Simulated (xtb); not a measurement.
methanethiol (CH$_{4}$S), singlet, geometry from GFN2-xTB; GFN2-xTB with ALPB(water) (xtb).

The xtb input:
```
$ xtb mol.xyz --gfn 2 --alpb water --json

# file mol.xyz
6

C     -0.05927499     1.15601846     0.01107955
S     -0.04290118    -0.66526221    -0.00699584
H      1.28189339    -0.79710439     0.00234827
H     -1.10311348     1.45230554     0.00564055
H      0.42444570     1.51749985     0.91319673
H      0.43884321     1.53538357    -0.87572948
```

What the program printed (banner, timings and long lists left out):

```
   ID    Z sym.   atoms
    1    6 C      1
    2   16 S      2
    3    1 H      3-6

           -------------------------------------------------
          |                Calculation Setup                |
           -------------------------------------------------

           -------------------------------------------------
          |                 G F N 2 - x T B                 |
           -------------------------------------------------

      * Solvation model:               ALPB
        Solvent                        water
        Parameter file                 internal GFN2-xTB/ALPB
        Dielectric constant                8.0200E+01
        Reference state                gsolv [1 M gas/solution]
        Free energy shift                  1.0808E-03 Eh       6.7819E-01 kcal/mol
        Temperature                        2.9815E+02 K
        Density                            1.0000E+00 kg/L
        Solvent mass                       1.8000E+01 g/mol
        Interaction kernel             P16
        Born radius scaling (c1)           1.4744E+00
        Born radii integrator          GBOBC
        Born offset                        0.0000E+00 a0       0.0000E+00 AA
        H-bond correction              true
        Ion screening                  false
        Surface tension                    1.0000E-05 Eh       1.5569E+01 dyn/cm
        Grid points                               230 per atom

          ...................................................
          :                      SETUP                      :
          :.................................................:
          :  # basis functions                  18          :
          :  # atomic orbitals                  17          :
          :  # shells                            9          :
          :  # electrons                        14          :
          :  max. iterations                   250          :
          :  Hamiltonian                  GFN2-xTB          :
          :  restarted?                      false          :
          :  GBSA solvation                   true          :
          :  PC potential                    false          :
          :  electronic temp.          300.0000000     K    :
          :  accuracy                    1.0000000          :
          :  -> integral cutoff          0.2500000E+02      :
          :  -> integral neglect         0.1000000E-07      :
          :  -> SCF convergence          0.1000000E-05 Eh   :
          :  -> wf. convergence          0.1000000E-03 e    :
          :  Broyden damping             0.4000000          :
          :  net charge                          0          :
          :  unpaired electrons                  0          :
          ...................................................

 iter      E             dE          RMSdq      gap      omega  full diag
   1     -7.4698869 -0.746989E+01  0.515E+00    5.39       0.0  T
   2     -7.4813655 -0.114787E-01  0.287E+00    4.93       1.0  T
   3     -7.4819134 -0.547887E-03  0.722E-01    4.71       1.0  T
   4     -7.4820350 -0.121561E-03  0.349E-01    4.65       1.0  T
   5     -7.4820452 -0.102475E-04  0.703E-02    4.65       1.0  T
   6     -7.4820458 -0.531650E-06  0.255E-02    4.65       1.6  T
   7     -7.4820467 -0.952898E-06  0.993E-03    4.65       4.1  T
   8     -7.4820468 -0.403617E-07  0.183E-03    4.65      22.4  T
   9     -7.4820468  0.475385E-09  0.926E-04    4.65      44.1  T
  10     -7.4820468 -0.186723E-08  0.147E-04    4.65     278.2  T

   *** convergence criteria satisfied after 10 iterations ***

         :::::::::::::::::::::::::::::::::::::::::::::::::::::
         ::                     SUMMARY                     ::
         :::::::::::::::::::::::::::::::::::::::::::::::::::::
         :: total energy              -7.412953570410 Eh    ::
         :: total w/o Gsasa/hb        -7.413426210469 Eh    ::
         :: gradient norm              0.004311943958 Eh/a0 ::
[...]

           -------------------------------------------------
          |                Property Printout                |
           -------------------------------------------------

    * Orbital Energies and Occupations

         #    Occupation            Energy/Eh            Energy/eV
      -------------------------------------------------------------
         1        2.0000           -0.7104195             -19.3315
         2        2.0000           -0.5988358             -16.2952
         3        2.0000           -0.5084007             -13.8343
         4        2.0000           -0.4947458             -13.4627
         5        2.0000           -0.4754356             -12.9373
         6        2.0000           -0.4523796             -12.3099
         7        2.0000           -0.3684846             -10.0270 (HOMO)
         8                         -0.1977634              -5.3814 (LUMO)
         9                         -0.1143135              -3.1106
        10                         -0.0103453              -0.2815
        11                         -0.0088675              -0.2413
        12                          0.0089403               0.2433
        13                          0.1369553               3.7267
        14                          0.2152062               5.8561
        15                          0.2361666               6.4264
        16                          0.2385203               6.4905
        17                          0.5353523              14.5677
      -------------------------------------------------------------
                  HL-Gap            0.1707211 Eh            4.6456 eV
             Fermi-level           -0.2831240 Eh           -7.7042 eV

     #   Z          covCN         q      C6AA      α(0)
     1   6 C        3.744    -0.054    21.611     6.632
     2  16 S        1.892    -0.370   157.312    21.110
     3   1 H        0.923     0.221     1.000     1.564
     4   1 H        0.925     0.064     2.151     2.294
     5   1 H        0.925     0.070     2.090     2.261
     6   1 H        0.925     0.070     2.090     2.261

 Mol. C6AA /au·bohr⁶  :        506.443663
 Mol. C8AA /au·bohr⁸  :      17203.448566
 Mol. α(0) /au        :         36.120874

Wiberg/Mayer (AO) data.
largest (>0.10) Wiberg bond orders for each atom

 ---------------------------------------------------------------------------
     #   Z sym  total        # sym  WBO       # sym  WBO       # sym  WBO
 ---------------------------------------------------------------------------
     1   6 C    3.967 --     2 S    1.014     6 H    0.983     5 H    0.983
                             4 H    0.982
     2  16 S    1.987 --     1 C    1.014     3 H    0.941
     3   1 H    0.951 --     2 S    0.941
     4   1 H    0.996 --     1 C    0.982
     5   1 H    0.995 --     1 C    0.983
     6   1 H    0.995 --     1 C    0.983
 ---------------------------------------------------------------------------

Topologies differ in total number of bonds
Writing topology from bond orders to xtbtopo.mol

molecular dipole:
                 x           y           z       tot (Debye)
 q only:        0.550       0.593       0.010
   full:        0.583       0.833       0.013       2.584
molecular quadrupole (traceless):
                xx          xy          yy          xz          yz          zz
 q only:        0.814      -1.303       0.270       0.002       0.003      -1.084
  q+dip:        1.849      -1.450      -1.386       0.004      -0.021      -0.463
   full:        1.909      -1.604      -0.547       0.010      -0.005      -1.362

           -------------------------------------------------
          | TOTAL ENERGY               -7.412953570410 Eh   |
          | GRADIENT NORM               0.004311943958 Eh/α |
          | HOMO-LUMO GAP               4.645558768930 eV   |
           -------------------------------------------------

normal termination of xtb
```
